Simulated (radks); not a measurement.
Task: These are the eigenvalues of the occupied orbitals of an atom or ion with whole-number occupations (hartree). Calculated with a radial shooting solver on a logarithmic mesh with Libxc functionals: scalar-relativistic Kohn-Sham, exchange-only LDA, spin-unpolarised, spherical densities, point nucleus.

| orbital | eigenvalue |
|---|---|
| 1s | -1314.112 |
| 2s | -206.1054 |
| 2p | -184.9748 |
| 3s | -42.77882 |
| 3p | -35.97864 |
| 3d | -25.96914 |
| 4s | -8.01706 |
| 4p | -5.84088 |
| 4d | -2.67366 |
| 5s | -0.94354 |
| 5p | -0.45770 |
| 6s | -0.05834 |

Which element is it, and in what charge state? The configuration may be excited.

Result: Z = 55, caesium, charge 0: Cs in [Xe] 6s1. The list shows which subshells hold electrons but not how many an open one holds; the 1s level, -1314.1 hartree, gives Z - s = 51.3 by -(Z - s)^2/2, which with screening and relativity narrows Z to a few neighbours, and the depths of the outer levels then fix element, charge and occupations together.
